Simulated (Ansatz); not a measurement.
**Ligand exchange: SiH(CH3)Br2 + CHCl2F → SiH2(CH3)Br + CBrCl2F**

Species: SiH(CH3)Br2, singlet; CHCl2F (dichlorofluoromethane) `FC(Cl)Cl`, singlet; SiH2(CH3)Br, singlet; CBrCl2F (bromodichlorofluoromethane) `FC(Cl)(Cl)Br`, singlet. The partners trade Br for H: Si–Br and C–H bonds give way to Si–H and C–Br.

Shapes, held fixed at every level: PBE0-D4/def2-TZVP. Programs: Ansatz 0.2.0. The zero-point and thermal change to 298 K, harmonic and unscaled (PBE0-D4/def2-TZVP), is -11.1 kJ/mol.

| level | kind | ΔH(298 K) (kJ/mol) | less CCSD(T)/def2-TZVPP |
| --- | --- | --- | --- |
| HF/def2-TZVPP | Hartree–Fock | +193.5 | +23.1 |
| PBE-D4/def2-TZVPP | GGA | +162.5 | -7.9 |
| r2SCAN-D4/def2-TZVPP | meta-GGA | +170.6 | +0.2 |
| PBE0-D4/def2-TZVPP | global hybrid | +173.6 | +3.2 |
| wB97X-V/def2-TZVPP | range-separated hybrid | +170.5 | +0.1 |
| MP2/def2-TZVPP | perturbation theory | +172.5 | +2.1 |
| CCSD/def2-SVP | coupled cluster or CI | +168.7 | -1.7 |
| CCSD(T)/def2-TZVPP | coupled cluster or CI | +170.4 | 0.0 |

The highest level, CCSD(T)/def2-TZVPP, gives ΔH(298 K) = +170.4 kJ/mol; the levels span +162.5 to +193.5. The column of differences is taken from that level and isn't an error. No measured value is set beside it here. Relativity is left out for Br. Outer-core shells of Br are correlated, in sets that cover them unevenly.
